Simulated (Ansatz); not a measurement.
System: Si$_{2}$H (charge -1, singlet). It need not be the lowest isomer of its formula. Whether it binds its extra electron was not tested at this geometry. 
Structure (B3LYP-D3(BJ)/def2-TZVP (Ansatz, a first-principles code) minimum search):
```xyz
3

Si     0.0000     0.0000    -1.1290
Si     0.0000     0.0000     0.9534
H      0.0000     0.0000     2.4583
```
Charge -1, spin multiplicity 1.

Basis-set convergence of Hartree-Fock and CCSD(T) correlation energies (hartree) with Ansatz. Correlated levels leave the core frozen unless marked. No spin-orbit coupling. No relativistic terms.

The Hartree-Fock reference is unstable (checked in the largest basis), which strains HF and MP2. 

| basis | functions | E(HF) | E(corr, CCSD(T)) | rough core time |
|---|---|---|---|---|
| aug-cc-pV(D+d)Z | 73 | -578.36735 | -0.25197 | under 20 s |
| aug-cc-pV(T+d)Z | 133 | -578.38211 | -0.28970 | under 20 s |
| aug-cc-pV(Q+d)Z | 224 | -578.38604 | -0.30036 | 25 s |

Extrapolating the two largest sets (X = 3 and 4) as X^-3: E(corr) = (64·(-0.30036) - 27·(-0.28970))/37 = -0.3081 Eh, an estimate of the basis-set limit. The largest set recovers 97.5 % of it, the smallest 81.8 %.
